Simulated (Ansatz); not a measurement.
Which isomer of AlF3H2Se gives these data?

These gas-phase data were calculated for one isomer of AlF3H2Se at PBE0-D4/def2-SVP (harmonic, unscaled wavenumbers; equilibrium rotational constants with average atomic masses):

```
rotational constants            : 3.196, 1.284, 1.279 GHz
all wavenumbers above 1500 cm⁻¹ : 2474, 2457
```

Candidates:

(1) `[F][Al-]([F])([F])[SeH2+]`, a singlet
(2) `F[SeH+][AlH-]([F])[F]`, a singlet

Which structure fits?

Candidate (1). No mode falls between 1700 and 2050 cm⁻¹, where the Al–H stretch of (2) would stand.

The same quantities for all candidates:

|  | rotational constants (GHz) | wavenumbers above 1500 cm⁻¹ | E above the lowest, PBE0-D4/def2-SVP (kcal/mol) |
| --- | --- | --- | --- |
| (1) | 3.196, 1.284, 1.279 | 2474, 2457 | 0.0 |
| (2) | 4.344, 1.415, 1.165 | 2444, 2024 | 75.2 |

Each candidate is one conformer. Programs: Ansatz 0.2.0.
